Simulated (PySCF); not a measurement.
A structure optimised at PBE0-D3(BJ)/def2-SVP, used in a PySCF frequency run:

```xyz
5

Mo     0.0000     0.0000    -0.2934
O      0.0000    -1.3290    -1.2873
O      0.0000     1.3290    -1.2873
Cl    -1.8705     0.0000     0.9682
Cl     1.8705     0.0000     0.9682
```

Write its SMILES, formula and point group.

[O]=[Mo](=[O])([Cl])[Cl], Cl2MoO2, C2v

What are its rotational constants (standard atomic weights)?

2.7429, 1.6593, 1.3448 GHz
